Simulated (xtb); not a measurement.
Mo(NH)(S)(F)(Cl) (ClFHMoNS), SMILES [Cl][Mo]([F])(=[S])=[NH], multiplicity 1. All values are semi-empirical tight-binding results from xtb (GFN2-xTB unless named), good for trends rather than for accurate numbers. The structure is a stationary point at GFN2-xTB. The multiplicity is an assumed one; no other spin state was optimised. The structure was generated by enumeration; whether it is a known compound was not checked.

Optimised geometry:

Bond lengths (Å): Mo1–N2 1.727, Mo1–S4 2.150, Mo1–F5 1.801, Mo1–Cl6 2.151, N2–H3 1.012. Angles (°): N2–Mo1–S4 108.6, N2–Mo1–F5 112.0, N2–Mo1–Cl6 111.4, S4–Mo1–F5 105.7, S4–Mo1–Cl6 107.3, F5–Mo1–Cl6 111.6, Mo1–N2–H3 175.2.

For metal compounds this method's bond lengths and energies can be far off.

```
Property                                       Value
-------------------------------------  -------------
orbital gap                                  2.17 eV
zero-point energy                      11.2 kcal/mol
G − E(el) at 298.15 K (modified RRHO)  -9.4 kcal/mol
```

Computed atomic charges and the Wiberg bond orders between heavy atoms:
charges (e) Mo1 0.78, N2 -0.41, H3 0.23, S4 -0.26, F5 -0.26, Cl6 -0.07. Bond orders Mo1–N2 2.27, Mo1–S4 2.21, Mo1–F5 1.09, Mo1–Cl6 1.35.
